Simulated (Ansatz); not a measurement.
Stepwise reaction of `[NH2][Y]([OH])[OH]` with hydrogen fluoride, as a gas-phase model of exchange steps in deposition or etching. ΔE in kJ/mol; ΔG adds harmonic PBE0-D4 terms to CCSD(T)/CBS, at 1 bar.

Calculated with Ansatz (gas phase, PBE0-D4/def2-TZVP geometries, no zero-point term in ΔE). CBS: MP2 limit from def2 TZ/QZ plus the TZ coupled-cluster correction, frozen cores. This one scheme is used for every species. Functionals use def2-TZVPP. B3LYP here is the variant with VWN-RPA as its local correlation; programs differ in this. def2 core potentials past Kr. For Y outer-core shells are correlated without core-valence functions, which leaves a few kJ/mol of doubt a bond. One conformer a species, not always the lowest.

```tsv
step	reaction	PBE-D4	B3LYP-D4	ωB97M-V	CCSD(T)/CBS	ΔG(600 K)
1	`[NH2][Y]([OH])[OH]` + H–F → `[NH2][Y]([OH])[F]` + H₂O	-63.2	-62.0	-60.1	-56.4	-59.5
2	`[NH2][Y]([OH])[F]` + H–F → `[NH2][Y]([F])[F]` + H₂O	-61.3	-59.7	-57.9	-54.6	-50.7
```

Q: By hand: ΔE of the 2 steps together at CCSD(T)/CBS.

A: (-56.4) + (-54.6) = -111.0 kJ/mol, or -55.5 kJ/mol a step.

In ΔE the steps differ by no more than 1.8 kJ/mol. All are downhill at CCSD(T)/CBS. ΔG lies between -59.5 and -50.7 kJ/mol a step. PBE-D4 differs from CCSD(T)/CBS by -6.8 to -6.7 kJ/mol a step. Isolated molecules leave out the surface, adducts and barriers. Largest T1 diagnostic: 0.014.
